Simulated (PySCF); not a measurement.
Compound: C₃H₈F₂Si₂.
Bonds: F1–C2, C2–F3, C2–Si4, Si4–C5, C5–Si6, Si6–C7, Si4–C7. Hydrogens: H8 on C2; H9 on Si4; H10, H11 on C5; H12, H13 on Si6; H14, H15 on C7.

Level: B3LYP/def2-SVPD in PySCF, non-relativistic, on one gas-phase PBE0-D3(BJ)/def2-SVP geometry that isn't relaxed in the solvent. The solvent is an IEF-PCM continuum (Bondi radii, 1.10 Å for H, scaled by 1.2), and excitations are vertical TDDFT with non-equilibrium linear response and a frozen core. The model holds no explicit solvent molecules, cavitation or dispersion.

Gas-phase singlets (H = HOMO, L = LUMO):

```tsv
state	E (eV)	λ (nm)	f	leading configuration
S1	6.190	200	0.000	H→L 99%
S2	6.696	185	0.002	H→L+2 85%
S3	6.812	182	0.001	H→L+1 88%
S4	7.180	173	0.000	H-2→L 81%
S5	7.352	169	0.023	H-1→L+2 63%
```

**Question.** Give the list for acetone (ε = 20.49), n² = 1.85.

**Answer.** 
| state | E (eV) | λ (nm) | f | leading configuration | change by rank (eV) |
| --- | --- | --- | --- | --- | --- |
| S1 | 6.176 | 201 | 0.000 | H→L 99% | -0.014 |
| S2 | 6.718 | 185 | 0.004 | H→L+2 63% | +0.022 |
| S3 | 6.830 | 182 | 0.001 | H→L+1 65% | +0.018 |
| S4 | 7.215 | 172 | 0.010 | H-2→L 89% | +0.035 |
| S5 | 7.317 | 169 | 0.194 | H-1→L 78% | -0.035 |

**Question.** How do the frontier levels move from gas to acetone?

**Answer.** 
| orbital | gas (eV) | solvent (eV) | change (eV) | Löwdin shares, gas | Löwdin shares, solvent |
| --- | --- | --- | --- | --- | --- |
| LUMO+2 | 0.11 | 0.37 | +0.26 | Si4 20 %, Si6 15 %, C7 13 %, C5 13 % | Si4 18 %, Si6 17 %, C5 13 %, C7 13 % |
| LUMO+1 | 0.09 | 0.28 | +0.19 | Si4 20 %, Si6 19 %, C7 8 %, H15 8 % | Si6 20 %, Si4 18 %, F1 8 %, C7 8 % |
| LUMO | -0.35 | -0.17 | +0.18 | Si6 18 %, Si4 17 %, C7 11 %, C5 10 % | Si6 18 %, Si4 17 %, C5 11 %, C7 10 % |
| HOMO | -7.63 | -7.43 | +0.20 | C5 18 %, C7 17 %, Si4 14 %, Si6 14 % | C7 18 %, C5 18 %, Si6 15 %, Si4 15 % |
| HOMO-1 | -8.49 | -8.26 | +0.23 | C5 28 %, C7 18 %, Si6 17 %, Si4 13 % | C7 26 %, C5 26 %, Si6 20 %, Si4 12 % |
| HOMO-2 | -8.51 | -8.37 | +0.14 | Si4 17 %, C2 16 %, C7 13 %, F1 12 % | C2 18 %, Si4 18 %, F1 14 %, H9 12 % |
| HOMO-3 | -8.81 | -8.57 | +0.24 | C7 29 %, C5 29 %, Si4 14 %, Si6 6 % | C7 29 %, C5 28 %, Si4 14 %, Si6 6 % |

The HOMO–LUMO gap goes from 7.27 to 7.27 eV.

The values belong to the conformer `[F:1][CH:2]([F:3])[SiH:4]1[CH2:5][SiH2:6][CH2:7]1`: F1–C2–Si4–C5 53°.
